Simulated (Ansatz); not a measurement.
One change: `F[SiH2]OBS` becomes `O[SiH2]O[SiH2]F`.

Ansatz, PBE0-D4/def2-TZVP geometries, multiplicity 1. Each molecule was computed in one conformer, which needn't be the lowest.

| property | `F[SiH2]OBS` |
| --- | --- |
| size of the dipole moment (B3LYP/def2-TZVPP) / D | 1.51 |
| HOMO–LUMO gap (ωB97M-V/def2-TZVPP) / eV | 11.68 |
| LUMO energy (ωB97M-V/def2-TZVPP) / eV | 1.53 |
| size of the dipole moment (ωB97M-V/def2-TZVPP) / D | 1.50 |
| HOMO energy (ωB97M-V/def2-TZVPP) / eV | -10.16 |
| size of the dipole moment (PBE/def2-TZVPP) / D | 1.48 |

Question: What does the change do to each property? (Best estimate.)

Answer: The calculation gave: 
| property | `O[SiH2]O[SiH2]F` | shift |
| --- | --- | --- |
| size of the dipole moment (B3LYP/def2-TZVPP) / D | 1.62 | 0.11 |
| HOMO–LUMO gap (ωB97M-V/def2-TZVPP) / eV | 13.11 | 1.43 |
| LUMO energy (ωB97M-V/def2-TZVPP) / eV | 1.88 | 0.35 |
| size of the dipole moment (ωB97M-V/def2-TZVPP) / D | 1.62 | 0.12 |
| HOMO energy (ωB97M-V/def2-TZVPP) / eV | -11.23 | -1.07 |
| size of the dipole moment (PBE/def2-TZVPP) / D | 1.62 | 0.14 |

With PBE0 the HOMO falls by 0.97 eV and the LUMO rises by 0.80 eV, so the gap widens by about 1.77 eV. PBE moves the HOMO by -0.73 eV and ωB97M-V by -1.07 eV. Dipoles are sizes alone; their direction can turn.

B3LYP here is the variant with VWN-RPA as its local correlation; programs differ in this.
